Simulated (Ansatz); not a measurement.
Mulliken charges of `C=[CH][Ge]([Cl])([Cl])[Cl]` from B3LYP/def2-TZVPP in Ansatz (PBE0-D4/def2-TZVP geometry).

```csv
atom,x (Å),y (Å),z (Å),charge (e)
C1,1.273,-1.050,-0.043,-0.156
C2,0.225,-0.553,0.598,-0.172
Ge3,-0.867,0.832,-0.156,0.773
Cl4,-2.895,0.200,-0.365,-0.266
Cl5,-0.149,1.398,-2.084,-0.263
Cl6,-0.886,2.572,1.080,-0.266
H7,1.881,-1.834,0.397,0.124
H8,1.565,-0.700,-1.027,0.108
H9,-0.060,-0.911,1.583,0.118
```

**Question.** By hand: the dipole of these point charges (1 e Å = 4.8032 D).

**Answer.** Σ q r = (0.533, -0.613, 0.266) e Å, of length 0.855 e Å = 4.11 D.

**Question.** How does the dipole of the full density compare? (Estimate.)

**Answer.** Computed: (0.378, -0.422, 0.167) e Å, 2.84 D; the point charges give 1.45 times that, at 2° from its direction.

Point charges leave out the atoms' own dipoles, such as those of lone pairs, and Mulliken's split depends on the basis, so the two needn't agree.

B3LYP here is the variant with VWN-RPA as its local correlation; programs differ in this.
